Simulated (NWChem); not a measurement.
System: C₂HClF₂Si; SMILES C#C[Si](F)(F)Cl

NWChem printed, in part:

```
             Northwest Computational Chemistry Package (NWChem) 7.3.0
             --------------------------------------------------------

 CS  symmetry detected

                             Geometry "geometry" -> ""
                             -------------------------

 Output coordinates in angstroms (scale by  1.889725989 to convert to a.u.)

  No.       Tag          Charge          X              Y              Z
 ---- ---------------- ---------- -------------- -------------- --------------
    1 C                    6.0000     0.98605441    -2.69026630     0.00000000
    2 C                    6.0000     0.44901042    -1.60020207     0.00000000
    3 Si                  14.0000    -0.33588598     0.02257063     0.00000000
    4 F                    9.0000    -1.27382233     0.18320867     1.28832900
    5 F                    9.0000    -1.27382233     0.18320867    -1.28832900
    6 Cl                  17.0000     1.03294534     1.51681003     0.00000000
    7 H                    1.0000     1.46074603    -3.65670513     0.00000000

 Effective nuclear repulsion energy (a.u.)     346.6946513152

      Symmetry information
      --------------------

 Group name             Cs
 Group number              2
 Group order               2
 No. of unique centers     6

  pbe96 is a nonlocal functional; adding pw91lda local functional.

                                 NWChem DFT Module
                                 -----------------

 Summary of "ao basis" -> "ao basis" (spherical)
 ------------------------------------------------------------------------------
       Tag                 Description            Shells   Functions and Types
 ---------------- ------------------------------  ------  ---------------------
 C                           6-31g*                  6       14   3s2p1d
 Si                          6-31g*                  8       18   4s3p1d
 F                           6-31g*                  6       14   3s2p1d
 Cl                          6-31g*                  8       18   4s3p1d
 H                           6-31g*                  2        2   2s

      Symmetry analysis of basis
      --------------------------

        a'         62
        a"         32

            General Information
            -------------------
          SCF calculation type: DFT
          Wavefunction type:  closed shell.
          No. of atoms     :     7
          No. of electrons :    62
           Alpha electrons :    31
            Beta electrons :    31
          Charge           :     0
          Spin multiplicity:     1
          Use of symmetry is: on ; symmetry adaption is: on
          Maximum number of iterations: 150
          AO basis - number of functions:    94
                     number of shells:    42
          Convergence on energy requested:  1.00D-06
          Convergence on density requested:  1.00D-05
          Convergence on gradient requested:  5.00D-04

              XC Information
              --------------
                        RevPBE Exchange Functional  1.000
            Perdew 1991 LDA Correlation Functional  1.000 local
           PerdewBurkeErnz. Correlation Functional  1.000 non-local

             Grid Information
             ----------------
          Grid used for XC integration:  medium
          Radial quadrature: Mura-Knowles
          Angular quadrature: Lebedev.
          Tag              B.-S. Rad. Rad. Pts. Rad. Cut. Ang. Pts.
          ---              ---------- --------- --------- ---------
          C                   0.70       49          11.0       434
          Si                  1.10       88          10.0       590
          F                   0.50       49          12.0       434
          Cl                  1.00       88          12.0       590
          H                   0.35       45          12.0       434
          Grid pruning is: on
          Number of quadrature shells:   368
          Spatial weights used:  Erf1

      Superposition of Atomic Density Guess
      -------------------------------------

 Sum of atomic energies:       -1022.83129512

      Non-variational initial energy
      ------------------------------

 Total energy =   -1024.539849
 1-e energy   =   -2106.001400
 2-e energy   =     734.766899
 HOMO         =      -0.353304
 LUMO         =       0.017999

      Symmetry analysis of molecular orbitals - initial
      -------------------------------------------------

  Numbering of irreducible representations:

     1 a'          2 a"

  Orbital symmetries:

     1 a'          2 a'          3 a'          4 a"          5 a'
     6 a'          7 a'          8 a'          9 a'         10 a"
    11 a'         12 a"         13 a'         14 a'         15 a'
    16 a"         17 a'         18 a'         19 a'         20 a'
    21 a"         22 a'         23 a'         24 a"         25 a"
    26 a'         27 a'         28 a"         29 a'         30 a"
    31 a'         32 a"         33 a'         34 a'         35 a'
    36 a"         37 a'         38 a'         39 a'         40 a'
    41 a'

     ---------------------------------------------
      Total Density - Mulliken Population Analysis
     ---------------------------------------------

    Atom       Charge   Shell Charges
 -----------   ------   -------------------------------------------------------
    1 C    6     6.07   2.00  0.75  1.78  0.62  0.89  0.03
    2 C    6     6.35   2.00  0.74  1.94  0.77  0.88  0.02
    3 Si  14    12.31   2.00  2.00  5.97  0.73  1.04  0.11  0.21  0.26
    4 F    9     9.59   2.00  0.95  3.46  1.00  2.18  0.01
    5 F    9     9.59   2.00  0.95  3.46  1.00  2.18  0.01
    6 Cl  17    17.37   2.00  2.00  5.98  1.37  3.68  0.56  1.76  0.01
    7 H    1     0.72   0.42  0.30

[...]
```

Level: revPBE/6-31G* (spherical d). Structure relaxed at the PBE0/def2-SVP level.

Q: Which NWChem input produces such a log?

A: Several could match; the one computed here: the input that was run:
```
start job
memory heap 200 mb stack 900 mb global 1100 mb
geometry units angstroms noautoz
  C      0.958112    -2.708314     0.000000
  C      0.431105    -1.613362     0.000000
  Si    -0.338850     0.016553     0.000000
  F     -1.275271     0.185801     1.288329
  F     -1.275271     0.185801    -1.288329
  Cl     1.043651     1.498154     0.000000
  H      1.423905    -3.679073     0.000000
end
basis spherical
  C library 6-31g*
  Si library 6-31g*
  F library 6-31g*
  Cl library 6-31g*
  H library 6-31g*
end
dft
  xc revpbe cpbe96
  iterations 150
  mulliken
end
task dft energy
```
